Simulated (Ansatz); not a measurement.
`[CH3][Ga-]([CH3])([F])[SeH2+]`. Total charge 0; spin multiplicity 1.

Z-matrix (Å, degrees):
```
C
Ga 1 1.965
H 1 1.093 2 109.9
H 1 1.092 2 111.7 3 119.6
H 1 1.091 2 110.7 3 -118.9
C 2 1.965 1 131.0 3 -71.6
F 2 1.798 1 112.4 3 84.3
Se 2 2.814 1 99.3 3 175.3
H 6 1.093 2 110.1 1 67.5
H 6 1.091 2 110.6 1 -173.4
H 6 1.092 2 111.6 1 -52.0
H 8 1.469 2 83.5 1 -92.3
H 8 1.468 2 91.7 1 176.8
```

(1) What are the harmonic wavenumbers in cm⁻¹ at PBE0-D4/def2-TZVP (Ansatz, finite differences of forces, unscaled)? (An estimate is asked.)

(2) Is this a minimum?

(3) Give the ideal-gas thermochemistry at 298.15 K and 1 bar (rigid rotor, harmonic oscillator; point group C1, symmetry number 1).

(4) Rotational constants (cm⁻¹)?

Answers

(1) The calculation gave: 37, 77, 87, 91, 98, 105, 137, 165, 176, 338, 357, 539, 602, 609, 678, 700, 737, 766, 1055, 1224, 1226, 1447, 1449, 1452, 1456, 2451, 2463, 3051, 3052, 3133, 3134, 3147, 3147.

(2) Yes, all 33 modes are real.

(3) Zero-point energy 234.4 kJ/mol; H(298) − E = 265.9 kJ/mol; entropy 449.4 J/(mol·K), of which translation 174.9, rotation 122.1, vibration 152.4; G(298) − E = 132.0 kJ/mol. Modes under 100 cm⁻¹ are hindered rotations or soft bends, so the harmonic entropy is rough.

(4) 0.08851, 0.03429, 0.03269.
